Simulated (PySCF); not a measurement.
## Basis-set dependence of PbI at PBE0

PySCF, UKS reference; doublet, unpaired electrons π ↑; De to Pb + I without counterpoise correction.

```csv
basis,relativity,functions,Re (Å),ωe (cm⁻¹),De (eV),μ (D)
cc-pVDZ-PP,scalar-relativistic core potentials,46,2.825,166,2.94,-3.39
def2-SVP,scalar-relativistic core potentials,52,2.823,167,2.95,-3.39
cc-pVTZ-PP,scalar-relativistic core potentials,78,2.804,167,2.99,-3.18
def2-TZVPP,scalar-relativistic core potentials,100,2.798,166,3.01,-3.18
```

(1) How does each smaller set differ from the one with most functions, def2-TZVPP?

A positive dipole means Pb(−)I(+). These are scalar-relativistic numbers at best; spin–orbit coupling would shift them, the dissociation energy most. The state is the lowest determinant that a PBE0 search found; another state may lie lower at other levels.

## Answers

(1) cc-pVDZ-PP: +2.7 pm, +0.0 % in ωe, -0.07 eV in De; def2-SVP: +2.5 pm, +0.6 % in ωe, -0.06 eV in De; cc-pVTZ-PP: +0.6 pm, +0.6 % in ωe, -0.02 eV in De. All at PBE0; the set with most functions is neither the basis-set limit nor always the best.
